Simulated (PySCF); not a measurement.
Stepwise substitution at one centre (B Br-OH). Gas-phase values, no solvent. One relaxed conformer stands for each flexible species; it need not be the lowest. Strings in code marks are SMILES.

Quantity: vertical ionisation energy (energy after one electron is removed minus that of the parent at the parent's geometry), in eV.

Level 1: PBE0-D3(BJ)/def2-TZVP (PySCF)
Level 2: minus the HOMO energy of HF/6-31G* // PBE0-D3(BJ)/def2-TZVP (PySCF)
Level 3: minus the HOMO energy of PBE-D3(BJ)/def2-TZVP // PBE0-D3(BJ)/def2-TZVP (PySCF)
Level 4: minus the HOMO energy of ωB97X-D3(BJ)/def2-TZVP // PBE0-D3(BJ)/def2-TZVP (PySCF)

| species | level 1 | level 2 | level 3 | level 4 |
|---|---|---|---|---|
| `OB(O)Br` (H–O–B–Br torsion -180°, Br–B–O–H torsion 180°) | 10.78 | 11.04 | 6.83 | 10.62 |
| `OB(Br)Br` (H–O–B–Br torsion 0°) | 10.53 | 11.27 | 7.03 | 10.75 |
